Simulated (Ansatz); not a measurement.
[Ni(SH)4]2- (NiH4S4²⁻), 9 atoms. Hardware: 4 threads of Intel Xeon Platinum 8488C on a shared host.

Correlated methods freeze 25 core orbitals; core or outer-core shells of Ni are correlated, in sets that lack core-valence functions. A multiply charged anion in the gas phase is held together partly by the finite basis.

Question: How many basis functions does each of these Ansatz runs have, and roughly what does it cost? LC-ωPBE (ω = 0.15 bohr⁻¹)/def2-SVPD, charge -2 triplet, energy, from earlier orbitals; PBE0-D4/def2-SVPD, charge -2 triplet, energy, from earlier orbitals; LC-ωPBE (ω = 0.10 bohr⁻¹)/def2-SVPD, charge -2 singlet, energy, from earlier orbitals; PBE-QIDH/def2-TZVPD, charge -2 singlet, energy, from earlier orbitals; LC-ωPBE (ω = 0.10 bohr⁻¹)/def2-SVPD, charge -2 triplet, energy, from earlier orbitals; PBE0-D4/def2-TZVPD, charge -2 singlet, energy, from earlier orbitals; PBE0-D4/def2-SVP, charge -2 unrestricted singlet, energy with a search over starts; LC-ωPBE (ω = 0.30 bohr⁻¹)/def2-SVPD, charge -2 singlet, energy, from earlier orbitals; PBE0-D4/def2-TZVPD, charge -2 triplet, energy and forces, from earlier orbitals; MP2/def2-TZVPD, charge -2 triplet, energy, from earlier orbitals; PBE-D4/def2-TZVPD, charge -2 unrestricted singlet, energy, from earlier orbitals; ωB97M-V/def2-TZVPD, charge -2 triplet, energy, from earlier orbitals.

Answer: Other jobs shared the machine, so times can vary by a factor of up to 3. A dash marks memory too small to be measured apart from the calling script's.

```tsv
run	functions	fitting or Cholesky vectors	wall time	peak host memory (GiB)
LC-ωPBE (ω = 0.30 bohr⁻¹)/def2-SVPD, charge -2 singlet, energy, from earlier orbitals	174	1729	3.4 s	–
LC-ωPBE (ω = 0.10 bohr⁻¹)/def2-SVPD, charge -2 singlet, energy, from earlier orbitals	174	1729	3.8 s	–
PBE0-D4/def2-TZVPD, charge -2 singlet, energy, from earlier orbitals	268	2033	9 s	1.3
PBE-D4/def2-TZVPD, charge -2 unrestricted singlet, energy, from earlier orbitals	268	1838	10 s	0.65
LC-ωPBE (ω = 0.15 bohr⁻¹)/def2-SVPD, charge -2 triplet, energy, from earlier orbitals	174	1729	11 s	0.77
PBE-QIDH/def2-TZVPD, charge -2 singlet, energy, from earlier orbitals	268	1861	13 s	0.99
PBE0-D4/def2-SVPD, charge -2 triplet, energy, from earlier orbitals	174	1658	13 s	0.9
LC-ωPBE (ω = 0.10 bohr⁻¹)/def2-SVPD, charge -2 triplet, energy, from earlier orbitals	174	1729	14 s	0.75
MP2/def2-TZVPD, charge -2 triplet, energy, from earlier orbitals	268	1861	19 s	1.2
PBE0-D4/def2-SVP, charge -2 unrestricted singlet, energy with a search over starts	123	1204	39 s	0.64
PBE0-D4/def2-TZVPD, charge -2 triplet, energy and forces, from earlier orbitals	268	2033	42 s	2.3
ωB97M-V/def2-TZVPD, charge -2 triplet, energy, from earlier orbitals	268	1912	79 s	2.9
```
